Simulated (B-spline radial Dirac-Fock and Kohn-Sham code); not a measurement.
## The K-LL Auger spectrum of Cr³⁺

System: Cr³⁺ in the configuration 1s2 2s2 2p6 3s2 3p6 3d3, inside a Watson sphere of charge -3 and radius 2.7 Å (a model of the Madelung potential; inside it an electron's potential energy is raised by 16.0 eV).

These are calculated numbers from a radial B-spline solver; the model is ΔSCF Dirac-Fock with Breit, self-energy and vacuum polarisation, finite nucleus, configuration average. The two-hole levels come from diagonalising the Coulomb interaction among the jj configurations; intensities are independent-particle Coulomb rates. Kinetic energies are from the vacuum level. Electron correlation is not included. Open outer shells are spectators and are not coupled to the holes.

```
kinetic energy (eV)  J  leading jj holes (weight)  leading LS term (weight)
             4490.7  0                L1L1 (0.98)                ¹S0 (0.98)
             4593.6  1                L1L3 (0.55)                ¹P1 (0.98)
             4623.3  0                L1L2 (1.00)                ³P0 (1.00)
             4626.7  1                L1L2 (0.55)                ³P1 (0.98)
             4632.0  2                L1L3 (1.00)                ³P2 (1.00)
             4708.3  0                L2L2 (0.69)                ¹S0 (0.85)
             4722.9  2                L2L3 (0.88)                ¹D2 (0.93)
             4732.2  1                L2L3 (1.00)                ³P1 (1.00)
             4732.5  0                L3L3 (0.69)                ³P0 (0.87)
             4739.2  2                L3L3 (0.88)                ³P2 (0.93)
```

The intensity is shared as follows: 4722.9 eV 57.3 %, 4593.6 eV 20.3 %, 4490.7 eV 6.1 %, 4708.3 eV 5.8 %, 4739.2 eV 4.0 %, 4632.0 eV 2.9 %, 4626.7 eV 2.1 %, 4732.5 eV 0.8 %, 4623.3 eV 0.7 %, 4732.2 eV 0.0 %.

The strongest line, by its leading LS label ¹D2, lies at 4722.9 eV. The mean weight of the leading component is 0.82 in jj and 0.95 in LS coupling, so LS labels describe these levels better.
